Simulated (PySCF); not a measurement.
Isomers of C3H8OSeSi, mass 167.951 u with the commonest isotopes. Method: PySCF 2.14.0, PBE0-D3(BJ)/def2-SVP geometry optimisation, gas phase. One conformer each, none proved a minimum here; rigid rotors.

Question: Order these by rotational constant B, largest first.
A. `[CH2:1]=[CH:2][Se:3][CH2:4][O:5][SiH3:6]` with C1–C2–Se3–C4 -163°, C2–Se3–C4–O5 -102°, Se3–C4–O5–Si6 45°
B. `[SiH3:1][O:2][C@@H:3]1[CH2:4][CH2:5][Se:6]1` with Si1–O2–C3–C4 173°, O2–C3–C4–C5 -142°, C3–C4–C5–Se6 20°, C4–C5–Se6–C3 -16°, O2–C3–Se6–C5 134°
C. `[OH:1][Si@@H:2]([SeH:3])[CH:4]1[CH2:5][CH2:6]1` with H–O1–Si2–Se3 -52°, O1–Si2–Se3–H -72°, O1–Si2–C4–C5 -96°

Answer: C (1400 MHz), B (1172 MHz), A (1084 MHz).

Question: Order these by rotational constant A, smallest first.
A. `[CH2:1]=[CH:2][Se:3][CH2:4][O:5][SiH3:6]` with C1–C2–Se3–C4 -163°, C2–Se3–C4–O5 -102°, Se3–C4–O5–Si6 45°
B. `[SiH3:1][O:2][C@@H:3]1[CH2:4][CH2:5][Se:6]1` with Si1–O2–C3–C4 173°, O2–C3–C4–C5 -142°, C3–C4–C5–Se6 20°, C4–C5–Se6–C3 -16°, O2–C3–Se6–C5 134°
C. `[OH:1][Si@@H:2]([SeH:3])[CH:4]1[CH2:5][CH2:6]1` with H–O1–Si2–Se3 -52°, O1–Si2–Se3–H -72°, O1–Si2–C4–C5 -96°

Answer: C (2228 MHz), A (3173 MHz), B (3555 MHz).

Question: Order these by out-of-plane moment Σ m c² = (Ia + Ib − Ic)/2, smallest first.
A. `[OH:1][Si@@H:2]([SeH:3])[CH:4]1[CH2:5][CH2:6]1` with H–O1–Si2–Se3 -52°, O1–Si2–Se3–H -72°, O1–Si2–C4–C5 -96°
B. `[CH2:1]=[CH:2][Se:3][CH2:4][O:5][SiH3:6]` with C1–C2–Se3–C4 -163°, C2–Se3–C4–O5 -102°, Se3–C4–O5–Si6 45°
C. `[SiH3:1][O:2][C@@H:3]1[CH2:4][CH2:5][Se:6]1` with Si1–O2–C3–C4 173°, O2–C3–C4–C5 -142°, C3–C4–C5–Se6 20°, C4–C5–Se6–C3 -16°, O2–C3–Se6–C5 134°

Answer: C (11.50 u·Å²), A (34.41 u·Å²), B (37.99 u·Å²).

```json
{"SMILES": "C=C[Se]CO[SiH3]", "point group": "C1", "Ia (u·Å²)": "159.26", "Ib (u·Å²)": "466.07", "Ic (u·Å²)": "549.36", "κ": "-0.85", "μa (D)": "0.37", "μb (D)": "0.68", "μc (D)": "0.84"}
{"SMILES": "[SiH3]O[C@@H]1CC[Se]1", "point group": "C1", "Ia (u·Å²)": "142.15", "Ib (u·Å²)": "431.17", "Ic (u·Å²)": "550.31", "κ": "-0.81", "μa (D)": "0.10", "μb (D)": "1.13", "μc (D)": "0.68"}
{"SMILES": "O[Si@@H]([SeH])C1CC1", "point group": "C1", "Ia (u·Å²)": "226.82", "Ib (u·Å²)": "361.01", "Ic (u·Å²)": "519.02", "κ": "-0.32", "μa (D)": "1.02", "μb (D)": "0.22", "μc (D)": "0.80"}
```
